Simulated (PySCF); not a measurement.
# Correlation energy of Hf⁵⁵⁺ (hafnium, charge +55)

[Ne] 3s2 3p5, 2P determinant. All numbers are calculated (PySCF 2.14, the non-relativistic Hamiltonian (point nucleus), in an even-tempered Gaussian basis (16 s from 14 bohr⁻², ratio 2.5; 10 p from 18 bohr⁻², ratio 2.5; 4 d from 74 bohr⁻², ratio 2.7; 4 f from 110 bohr⁻², ratio 2.7)). Frozen: 1s2; 15 electrons correlated; the 17 highest virtual orbitals of each spin left out.

```
  level  correlation energy (mhartree)
   CCSD                        -609.31
    (T)                          -0.87
CCSD(T)                        -610.18
```

Diagnostics: T1 = 0.00042, D1 = 0.0020, largest double amplitude 0.020.

A non-relativistic calculation at this Z misses sizeable relativistic shifts. Spin-orbit coupling, absent here, splits the open shell strongly.

Cost of the coupled-cluster step: of the order of 50 core-seconds, for 15 correlated electrons.

Iterations:

```
CC2 = 0
CCSD nocc = (np.int64(8), np.int64(7)), nmo = (76, 76)
frozen orbitals [[0, 77, 78, 79, 80, 81, 82, 83, 84, 85, 86, 87, 88, 89, 90, 91, 92, 93], [0, 77, 78, 79, 80, 81, 82, 83, 84, 85, 86, 87, 88, 89, 90, 91, 92, 93]]
max_cycle = 100
direct = 0
conv_tol = 1e-08
conv_tol_normt = 1e-06
diis_space = 8
diis_start_cycle = 0
Init t2, MP2 energy = -0.595113143498386
Init E_corr(UCCSD) = -0.595113143499182
cycle = 1  E_corr(UCCSD) = -0.606932267599565  dE = -0.0118191241  norm(t1,t2) = 0.00642193
cycle = 2  E_corr(UCCSD) = -0.608911595526078  dE = -0.00197932793  norm(t1,t2) = 0.00120287
cycle = 3  E_corr(UCCSD) = -0.609314673297635  dE = -0.000403077772  norm(t1,t2) = 0.000248379
cycle = 4  E_corr(UCCSD) = -0.609308121425731  dE = 6.5518719e-06  norm(t1,t2) = 1.09223e-05
cycle = 5  E_corr(UCCSD) = -0.609308155494512  dE = -3.40687816e-08  norm(t1,t2) = 6.69561e-07
cycle = 6  E_corr(UCCSD) = -0.609308175554324  dE = -2.00598114e-08  norm(t1,t2) = 2.49939e-08
cycle = 7  E_corr(UCCSD) = -0.609308174793358  dE = 7.60965513e-10  norm(t1,t2) = 2.50749e-09
UCCSD converged
E(UCCSD) = -11239.31241994489  E_corr = -0.6093081747933582
UCCSD(T) correction = -0.000872901730578497
```

At this charge a non-relativistic calculation is a model, useful for the Z dependence of the correlation energy.
